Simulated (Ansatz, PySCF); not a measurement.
This PySCF input computes a CAM-B3LYP/def2-TZVPD energy:

```python
from pyscf import gto, scf, dft

mol = gto.M(
    atom='''
    Si   -0.17545553    0.05598671    0.04557156
    F    -0.33574762   -0.82939764    1.34452217
    N     1.62081074   -0.46279875   -0.30247024
    N    -0.05782668    1.71496153    0.16418238
    N    -1.14929677   -0.50586296   -1.17921486
    H     2.26044420   -0.22730289    0.45973894
    H     1.98047058   -0.02312923   -1.15123111
    H     0.59910978    2.20399456    0.75426392
    H    -0.85476341    2.29779063   -0.05048269
    H    -1.37553622    0.02166692   -2.00796858
    H    -1.70775276   -1.34136587   -1.08696373
    H     1.68032283   -1.47498811   -0.43353893
    ''',
    basis='def2-tzvpd',
    charge=1,
    spin=0,
    verbose=4,
)

mf = dft.RKS(mol, xc='camb3lyp').density_fit(auxbasis='def2-universal-jkfit')
mf.grids.level = 3
mf.conv_tol = 1e-9
mf.max_cycle = 100
mf.max_memory = 1500
mf.kernel()
if not mf.converged:
    mf = mf.newton()
    mf.kernel(mf.make_rdm1())
mf.analyze()
```

Write an input for the same energy in Ansatz (a program for electronic structure) and say what it gives.


Ansatz 0.2 input:
```yaml
crystal:
  periodic: [false, false, false]
  atoms:
    - {symbol: Si, position_ang: [-0.17545553, 0.05598671, 0.04557156]}
    - {symbol: F, position_ang: [-0.33574762, -0.82939764, 1.34452217]}
    - {symbol: N, position_ang: [1.62081074, -0.46279875, -0.30247024]}
    - {symbol: N, position_ang: [-0.05782668, 1.71496153, 0.16418238]}
    - {symbol: N, position_ang: [-1.14929677, -0.50586296, -1.17921486]}
    - {symbol: H, position_ang: [2.26044420, -0.22730289, 0.45973894]}
    - {symbol: H, position_ang: [1.98047058, -0.02312923, -1.15123111]}
    - {symbol: H, position_ang: [0.59910978, 2.20399456, 0.75426392]}
    - {symbol: H, position_ang: [-0.85476341, 2.29779063, -0.05048269]}
    - {symbol: H, position_ang: [-1.37553622, 0.02166692, -2.00796858]}
    - {symbol: H, position_ang: [-1.70775276, -1.34136587, -1.08696373]}
    - {symbol: H, position_ang: [1.68032283, -1.47498811, -0.43353893]}
basis:
  gaussian:
    orbitals: def2-TZVPD
hamiltonian:
  xc: {name: CAM-B3LYP}
total_charge: 1
output: {forces: true}
```
It gives -557.79073 Eh, and PySCF -557.79085 Eh, a difference of 0.12 mEh, from the treatment of integrals and grids.

It need not be the lowest isomer of its formula.
